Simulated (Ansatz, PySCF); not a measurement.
HSe, SMILES [SeH] (connectivity only; charge and spin as stated), charge -1, multiplicity 1. Atoms are numbered in the order given.

```xyz
2

Se     0.0000     0.0000    -0.0421
H      0.0000     0.0000     1.4313
```
Charge -1, spin multiplicity 1.

Geometry optimised at PBE0-D3(BJ)/def2-TZVPD. The spin state was assumed, not searched.

Estimates of the vertical detachment energy (IE) of the anion in eV. Rows of orbital energies are one-electron estimates, which approximate functionals can put far too low.

```
level                                                              IE
--------------------------------------------------------------  -----
−ε(HOMO), −ε(LUMO), r2SCAN/def2-TZVPD (PySCF)                   -0.58
−ε(HOMO), −ε(LUMO), B3LYP/def2-TZVPD (PySCF)                     0.05
−ε(HOMO), −ε(LUMO), PBE/def2-TZVPD (PySCF)                        [?]
EOM-CCSD/aug-cc-pVDZ (PySCF)                                     2.16
ADC(3)/aug-cc-pVDZ (PySCF)                                       2.25
ΔSCF, PBE0/def2-TZVPD (Ansatz), final states of multiplicity 2   2.25
ΔSCF, PBE/def2-TZVPD (Ansatz), final states of multiplicity 2    2.31
```

Complete the blanks. (An estimate is asked for; the answer gives what the named calculation found.)


- −ε(HOMO), −ε(LUMO), PBE/def2-TZVPD (PySCF), IE: -0.71

What vertical singlet–triplet gap does ΔSCF give with PBE0/def2-TZVPD (Ansatz, a program for electronic structure) and with PBE/def2-TZVPD (Ansatz)? (An estimate is asked for; the answer gives what the named calculation found.)

3.43 and 3.39 eV (triplet above singlet where positive).

Beyond the first one, list the lowest photoelectron lines from ADC(3)/aug-cc-pVDZ in PySCF with their pole strengths (two spins summed). (An estimate is asked for; the answer gives what the named calculation found.)

6.21 eV (1.77).
